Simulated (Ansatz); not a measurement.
Cu(NH3)Cl (CuNClH3). Total charge 0; singlet. Geometry relaxed at B3LYP-D4/def2-TZVP.

```xyz
6

Cu    0.248   -0.845    0.723
N    -0.178    0.606   -0.518
H    -1.181    0.684   -0.665
H     0.254    0.455   -1.425
H     0.151    1.501   -0.167
Cl    0.706   -2.401    2.052
```

**Question.** Estimate the harmonic wavenumbers at RKS B3LYP-D4/def2-TZVP (Ansatz, unscaled). Is this a minimum?

**Answer.** 113, 113, 350, 461, 606, 606, 1226, 1660, 1660, 3449, 3546, 3546 cm⁻¹. Yes, no mode is imaginary beyond noise. Zero-point energy 103.7 kJ/mol. Run time 45 s (4 threads of Arm Neoverse V2 on a shared host).
